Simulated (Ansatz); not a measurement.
The pair A = dimethyl selenide (SMILES C[Se]C) (first 9 atoms), B = HF (SMILES F); geometry from B3LYP-D3(BJ)/def2-TZVP.
(charge 0, multiplicity 1):
```xyz
11

C     -1.389    -0.950     0.903
Se    -0.092     0.472     0.525
C      1.371    -0.690    -0.074
H     -0.980    -1.627     1.649
H     -2.282    -0.468     1.294
H     -1.629    -1.482    -0.015
H      1.637    -1.380     0.723
H      2.217    -0.045    -0.298
H      1.070    -1.228    -0.970
F      0.991    -0.099     3.446
H      0.671     0.274     2.635
```

Frozen-core correlation. Filled d and f shells under p-block atoms count as core. MP2 and its Hartree–Fock in aug-cc-pVTZ are density fitted.

Codes used: Ansatz (Gaussian orbitals). Values without a source in brackets are computed.

The counterpoise-corrected interaction energy is E(AB) − E(A in the pair's basis) − E(B in the pair's basis). Total energies (hartree):

```
level                           AB  A in the pair's basis  B in the pair's basis
-------------------  -------------  ---------------------  ---------------------
HF/aug-cc-pVDZ       -2579.0831718          -2479.0439461           -100.0315158
MP2/aug-cc-pVDZ      -2579.7476009          -2479.4803166           -100.2562203
HF/aug-cc-pVTZ       -2579.2080644          -2479.1417875           -100.0588072
MP2/aug-cc-pVTZ      -2580.0236028          -2479.6709590           -100.3405802
CCSD(T)/aug-cc-pVDZ  -2579.8171691          -2479.5423381           -100.2641826
```

Task: Work out the counterpoise-corrected interaction energy at the basis-set limit: extrapolate the MP2 correlation part as X⁻³, take Hartree–Fock from the larger set, and add the CCSD(T) − MP2 difference of aug-cc-pVDZ.

Result: 
1. Differences (1 hartree = 627.509 kcal/mol): HF/aug-cc-pVDZ -4.838; MP2/aug-cc-pVDZ -6.943; HF/aug-cc-pVTZ -4.687; MP2/aug-cc-pVTZ -7.570; CCSD(T)/aug-cc-pVDZ -6.682.
2. Correlation parts, MP2 less HF: -2.105 in aug-cc-pVDZ (X = 2), -2.883 in aug-cc-pVTZ (X = 3).
3. Limit (3³·(-2.883) − 2³·(-2.105))/(3³ − 2³) = -3.210; with HF/aug-cc-pVTZ it gives -7.898.
4. CCSD(T) less MP2 in aug-cc-pVDZ: 0.261.
Result: -7.64 kcal/mol, against -6.94 at MP2/aug-cc-pVDZ. It is an estimate of this method's limit, not of the exact value.

Ansatz is a first-principles code.
